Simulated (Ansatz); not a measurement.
Correlation energies of F2H2NOSi, SMILES `N[Si]([O])(F)F` radical by basis set

Z-matrix (Å, degrees):
```
Si
O 1 1.614
F 1 1.576 2 113.7
N 1 1.698 2 102.0 3 -118.6
F 1 1.576 2 113.8 3 122.8
H 4 1.008 1 120.6 2 74.5
H 4 1.008 1 120.6 2 -74.8
```

Total charge 0; spin multiplicity 2. The geometry is a stationary point of PBE0-D4/def2-TZVP. It is one conformer, not always the lowest. Frozen core, unrestricted reference, Ansatz. CBS rows extrapolate triple and quadruple zeta; past MP2 they add the triple-zeta difference.

```
     basis     HF (Eh)  MP2 corr.
  def2-SVP  -618.08162   -0.76297
def2-TZVPP  -618.63233   -1.00374
def2-QZVPP  -618.65825   -1.09538
```

**Question.** Estimate the CCSD correlation energy and the (T) correction in each basis where they were run (hartree).

**Answer.** 
```csv
basis,CCSD corr.,(T)
def2-SVP,-0.79291,-0.01462
def2-TZVPP,-1.02741,-0.03273
CBS(def2),-1.18694,as TZ
```
